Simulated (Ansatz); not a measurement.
Saddle point of AlNH4Cl2O, singlet (AlHCl₂O ([OH][Al]([Cl])[Cl]) + NH₃ → AlNH₂Cl₂ ([NH2][Al]([Cl])[Cl]) + H₂O (still joined by a long Al–O bond); bonds formed: O2–H5; dative contacts that become bonds: Al1–N6; bonds broken: H5–N6; bonds weakened to dative contacts: Al1–O2), PBE0-D4/def2-TZVP structure:

Al1  (-0.414, -0.720, 0.222)
O2  (-1.059, 1.007, -0.132)
Cl3  (-0.827, -1.941, -1.446)
Cl4  (-0.961, -1.390, 2.132)
H5  (0.060, 1.119, -0.199)
N6  (1.190, 0.240, 0.093)
H7  (-1.548, 1.216, -0.932)
H8  (1.731, 0.440, 0.923)
H9  (1.829, 0.029, -0.662)
(Å)

Energies are electronic, without zero-point energy. Barriers and step energies count from the start structure reached by relaxing down the imaginary mode; all methods use the PBE0-D4 structures, on which another method's saddle can fall below an end. Ansatz 0.2.0; basis: def2-TZVPP, with def2-QZVPP for the basis limit; cores frozen in the correlated methods. B3LYP uses VWN-RPA correlation. Extrapolation: Hartree–Fock as exp(−7.88 √X), correlation as X^−2.97.

| method | barrier (kJ/mol) | step energy (kJ/mol) |
| --- | --- | --- |
| SPW92 | 79.8 | 87.6 |
| PBE-D4 | ? | 91.4 |
| BLYP-D4 | 106.6 | 94.3 |
| r2SCAN-D4 | 106.5 | 95.7 |
| B97M-V | 119.3 | 96.0 |
| PBE0-D4 | 107.3 | 94.1 |
| B3LYP-D4 | 113.8 | 96.3 |
| r2SCAN0-D4 | 113.1 | 96.7 |
| BHLYP-D4 | 126.5 | 99.3 |
| CAM-B3LYP-D4 | 114.5 | 96.6 |
| wB97X-V | 116.0 | 96.1 |
| wB97M-V | 114.4 | 93.0 |
| B2PLYP | 115.9 | 96.8 |
| PBE-QIDH | 114.6 | 96.4 |
| RPA on PBE | ? | 95.1 |
| HF | 152.3 | 103.4 |
| MP2 | ? | 96.3 |
| CCSD | 123.1 | 96.9 |
| CCSD(T) | 117.1 | 95.5 |

(1) Fill in the withheld barriers. (An estimate is asked for; the value comes from the calculation.)

The T1 diagnostic stays at or below 0.010.

Answers

(1) By the calculation: RPA on PBE 114.8; MP2 114.1; PBE-D4 96.9 kJ/mol. Each is the energy of the saddle less that of the start structure, by the same method.

For comparison, the barrier by CCSD(T) at an estimated basis limit (MP2 extrapolated from triple and quadruple zeta, plus CCSD(T) − MP2 in triple zeta) is 119.3 kJ/mol.

Labels in which every atom is bracketed show which atoms are joined, not bond orders.

For scale, one of the runs: CCSD(T)/def2-TZVPP, 244 basis functions, launched by `ansatz run in.yaml --threads 4 --pin off --events-out ev --progress --plain --max-ram 9574MiB`. The run took 97 s on 4 CPU threads of an Arm Neoverse V2 (shared host), with 4.6 GiB of host memory at its peak.
